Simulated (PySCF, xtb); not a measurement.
Sb(Me)2 (C2H6Sb), SMILES [Sb]([CH3])[CH3], multiplicity 2.

Harmonic wavenumbers (cm⁻¹) from GFN2-xTB (xtb) at its own minimum, in rising order: 86, 108, 169, 483, 495, 736, 741, 742, 799, 1273, 1283, 1466, 1471, 1472, 1477, 3025, 3033, 3036, 3039, 3054, 3057.

### Question
What does B3LYP-D3(BJ)/def2-SVP run with PySCF give at its own minimum? (An estimate is asked for; the answer gives what the named calculation found.)

### Answer
99, 112, 169, 494, 495, 703, 704, 711, 828, 1203, 1217, 1428, 1428, 1437, 1439, 3033, 3035, 3135, 3136, 3151, 3151. Paired by order, the mean absolute difference is 40 cm⁻¹ and the zero-point energies are 44.4 and 44.5 kcal/mol.
